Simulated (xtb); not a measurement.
B(H)(F)(NH2) (BFH₃N), SMILES NBF. All values are semi-empirical tight-binding results from xtb (GFN2-xTB unless named), good for trends rather than for accurate numbers. Geometry: GFN2-xTB. One conformer was computed; it need not be the lowest.

| Item | Result |
|---|---|
| point group as xtb finds it | Cs |
| orbital gap | 6.79 eV |
| dipole moment | 2.87 D |
| zero-point energy | 25.6 kcal/mol |
| G − E(el) at 298.15 K (modified RRHO) | 10.2 kcal/mol |
| static polarisability (D4 model) | 26.5 bohr³ |
| solvation energy, GFN2-xTB/ALPB(water) | -5.5 kcal/mol |
| solvation energy, GFN2-xTB/ALPB(dmf) | -5.6 kcal/mol |

Computed IR lines (harmonic; lines under 4 % of the strongest left out, lines within 3 cm⁻¹ merged):
ν (cm⁻¹): 546 (w), 596 (vs), 789 (m), 827 (w), 1135 (s), 1369 (vs), 1526 (s), 2653 (s) (against the strongest line: vs over 80 %, s over 45 %, m over 15 %, w over 4 %, vw less)
